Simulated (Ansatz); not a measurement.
`[MgH][O][SiH3]` + `O[CH2][ZnH]` → `[SiH3]O[CH2][ZnH]` + `[OH][MgH]` at 500 K and 1 bar (ligand exchange at the Si–O bond).

Isolated molecules relaxed with PBE0-D4/def2-TZVP in Ansatz; ΔE leaves out vibrations. CCSD(T)/CBS is the MP2 limit (def2-TZVPP, def2-QZVPP) plus CCSD(T) − MP2 in def2-TZVPP, frozen cores. For Mg, Zn outer-core shells are correlated without core-valence functions, which leaves a few kJ/mol of doubt a bond. Scalar relativity is left out up to krypton. One conformer a species, not always the lowest.

```csv
species,CCSD(T)/CBS energy (Eh),H − E (kJ/mol),S (J/(mol·K))
`[MgH][O][SiH3]`,-566.62487,126.3,350.0
`O[CH2][ZnH]`,-1893.96502,155.5,338.3
`[SiH3]O[CH2][ZnH]`,-2184.28160,209.2,415.5
`[OH][MgH]`,-276.29839,72.2,285.7
```

H − E and S are ideal-gas, rigid-rotor, harmonic terms from PBE0-D4/def2-TZVP, for one conformer and one mirror image of each species. 1 Eh = 2625.50 kJ/mol, R = 8.31446 J/(mol·K).

**Question.** By hand: ΔE, ΔH, ΔS and ΔG.

**Answer.** ΔE = (-2184.28160) + (-276.29839) − (-566.62487) − (-1893.96502) = 0.00990 Eh = 26.0 kJ/mol. Δ(H − E) = 209.2 + 72.2 − 126.3 − 155.5 = -0.4, so ΔH = 25.6 kJ/mol. ΔS = 415.5 + 285.7 − 350.0 − 338.3 = 12.9 J/(mol·K). ΔG = 25.6 − 500 × (12.9)/1000 = 19.2 kJ/mol.

**Question.** By hand: the equilibrium constant, and the temperature at which ΔG would vanish if ΔH and ΔS stayed fixed.

**Answer.** log₁₀ K = −ΔG/(RT ln 10) = -2.0. ΔG = 0 at ΔH/ΔS = 1984 K, though so small a ΔS makes that figure unsure.

The number of gas molecules stays the same, so ΔS is small and ΔH decides. A doubt of 5 kJ/mol in ΔE shifts log₁₀ K by 0.5 here. Other conformers and mirror images would add mixing entropy, several J/(mol·K) or more a flexible species. Modes under 60 cm⁻¹, often nearly free rotors, make the harmonic entropy too high. These are equilibria of isolated gas molecules and say nothing of rates. Largest T1 diagnostic: 0.014 (customary marks: 0.02 for closed shells, 0.045 for open ones).
